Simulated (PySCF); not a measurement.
PySCF job for Si(H)(F)(Br)(Me) (CH₄BrFSi), SMILES C[SiH](F)Br, HF/pcSseg-1. Geometry optimised at PBE0-D3(BJ)/def2-SVP.

```python
import numpy as np
from pyscf import gto, scf, dft
from pyscf.prop.nmr import rhf as nmr

mol = gto.M(
    atom='''
    Si   -0.25537501   -0.90015411    0.36185124
    C    -2.10306032   -0.83280879    0.27567759
    F     0.29542792   -1.91819309   -0.77439352
    Br    0.59166287    1.10503987   -0.06253238
    H     0.28347709   -1.35837926    1.66594301
    H    -2.53113709   -1.83266317    0.44850861
    H    -2.49882909   -0.14469863    1.03788206
    H    -2.42695078   -0.47790635   -0.71414153
    ''',
    basis='pcSseg-1',
    charge=0,
    spin=0,
    max_memory=1600,
    verbose=3,
)
mf = scf.RHF(mol)
mf.conv_tol = 1e-10
mf.max_cycle = 100
mf.kernel()
n = nmr.NMR(mf)
n.verbose = 2
n.max_cycle_cphf = 60
sigma = n.kernel()
print('atom   isotropic/ppm   span/ppm')
for i, s in enumerate(sigma):
    w = np.linalg.eigvalsh((s + s.T) / 2)
    print(f'{mol.atom_symbol(i):2s}{i + 1:3d} {w.mean():14.3f} {w[2] - w[0]:11.3f}')
```

It prints:

```
converged SCF energy = -3000.77794122458
atom   isotropic/ppm   span/ppm
Si  1        378.175      72.289
C   2        186.888      18.742
F   3        367.364      79.111
Br  4       2682.479     528.032
H   5         26.557      10.170
H   6         30.967      13.055
H   7         31.240      11.451
H   8         30.771      10.798
```

The calculation finished and met its thresholds.

Cost: about 11 core-seconds (a rough figure).
